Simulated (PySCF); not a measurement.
# Nonlinear optical response: `c1cc2[se]nnc2cn1`, C5H3N3Se

Geometry (Å), atoms numbered from 1 in this order:
```xyz
12

C    -1.934    0.343   -0.586
C    -0.813    1.098   -0.908
C     0.425    0.639   -0.446
Se    2.145    1.284   -0.616
N     2.670   -0.281    0.446
N     1.691   -0.963    0.742
C     0.446   -0.555    0.311
C    -0.753   -1.233    0.574
N    -1.914   -0.790    0.133
H    -2.920    0.673   -0.931
H    -0.910    2.010   -1.498
H    -0.732   -2.157    1.161
```

Level of theory: PySCF 2.14.0, quadratic response CAM-B3LYP/aug-cc-pVDZ first hyperpolarisability, Taylor convention, gas phase. Geometry: PBE0-D3(BJ)/def2-SVP.

The calculation is non-relativistic, which matters for the atoms heavier than Zn.

(1) Give β for the processes computed.

(2) Which lowest excitations, dipole and polarisabilities go with it?

## Answers

(1) In au, Taylor convention; the vector part is βᵢ = ⅓ Σⱼ (βᵢⱼⱼ + βⱼᵢⱼ + βⱼⱼᵢ); β∥ is 3/5 of the vector part along the dipole, the dipole points from − to +:
```csv
process,λ (nm),β vector norm,β∥,β HRS,depolarisation ratio
"static β(0;0,0)",∞,244.2,-96.5,95.6,6.19
"second harmonic β(−2ω;ω,ω)",1907,258.0,-100.7,101.0,6.17
"Pockels β(−ω;ω,0)",1907,248.7,-97.9,–,–
"second harmonic β(−2ω;ω,ω)",1064,294.2,-110.9,114.8,6.13
"Pockels β(−ω;ω,0)",1064,259.1,-101.0,–,–
```

(2) S1 3.67 eV (f = 0.001); S2 4.24 eV (f = 0.012); S3 4.40 eV (f = 0.000); dipole 2.71 D; isotropic α 104.5 au static, 104.9 au at 1907 nm, 106.0 au at 1064 nm, 106.4 au at 953.5 nm, 111.4 au at 532 nm.
